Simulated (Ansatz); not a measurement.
```tsv
atom	x (Å)	y (Å)	z (Å)
Fe	0.0000	0.0000	0.0000
N	0.0000	0.0000	1.6200
O	0.0000	0.0000	2.8000
```

Basis set: pcseg-2 (spherical functions). Some runs use density fitting. Charge 0, multiplicity 2.

Computed with Ansatz (development build ahead of 0.2.0); each method stands on the lowest determinant of its kind that the runs found. Restricted functionals stand beside restricted open-shell atoms, which can lie above the unrestricted atoms usual in DFT and then raise those values.

The atomization energy at this shape (free ground-state atoms in the same class of orbitals less the molecule, no zero-point energy) of doublet FeNO:

```csv
method,atomization energy
PBE0 (unrestricted),7.89 eV
```

Task: What does PBE0 (restricted open-shell) give?

Result: 7.12 eV. Caution: another spin multiplicity may lie lower. Caution for PBE0 (unrestricted): the unrestricted determinant is a mixture of spin states. Caution for PBE0 (restricted open-shell): an unrestricted determinant lies well below.

The shape needn't be a minimum at these levels.
